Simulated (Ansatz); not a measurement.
Geometry optimisation, RHF/def2-SVP (Ansatz).

input.yaml

```yaml
crystal:
  periodic: [false, false, false]
  atoms:
    - { symbol: B, position_ang: [0.0, 0.0, 0.0] }
    - { symbol: F, position_ang: [0.0, 0.0, 1.67] }
    - { symbol: F, position_ang: [1.1431, 0.0, -0.66] }
    - { symbol: H, position_ang: [-1.0305, 0.0, -0.595] }
    - { symbol: Br, position_ang: [0.1049, 2.2181, 0.7379] }
    - { symbol: H, position_ang: [0.0503, 1.0645, 1.7044] }
basis:
  gaussian: { orbitals: def2-SVP }
hamiltonian:
  xc: hf
relax:
  f_tol: 0.15
  max_steps: 25
  restrain:
    - { distance: [0, 4], at: 2.04, k: 30.0 }
    - { distance: [5, 1], at: 0.92, k: 30.0 }
    - { distance: [0, 1], at: 2.52, k: 30.0 }
    - { distance: [5, 4], at: 2.75, k: 30.0 }
```

Command:

```bash
$ ansatz run input.yaml --threads 1 --pin off --max-ram 2048MiB --backend cpu --events-out ev --progress --plain --runs-dir out
```

Where does it end, and by what steps?

It converged. The restraints hold the end off the free minimum. After 10 steps the energy has fallen by 2.381 eV (the restraints' own energy left out); H6 moved furthest, 0.72 Å. Parted: Br5–H6 (1.51 → 2.75 Å).

```csv
step,energy less start (eV),largest force component (eV/Å),accepted
0,0.0000,5.109,yes
1,-0.8498,3.556,yes
2,-1.4761,3.982,yes
3,-2.1331,1.913,yes
4,-2.2229,1.657,yes
5,-1.6069,10.057,no
6,-2.3646,0.884,yes
7,-2.3773,0.994,yes
8,-2.3819,0.962,yes
9,-2.3823,0.958,yes
10,-2.3809,0.898,yes
```

```xyz
6
Properties=species:S:1:pos:R:3
B -0.010 0.478 -0.405
F 0.070 -0.166 2.032
F 1.138 -0.055 -0.668
H -1.044 -0.074 -0.587
Br -0.023 2.403 0.166
H 0.136 0.696 2.320
```

Time of the run: 20 s on 1 thread of Arm Neoverse V1 (shared host), peak memory 0.16 GiB.
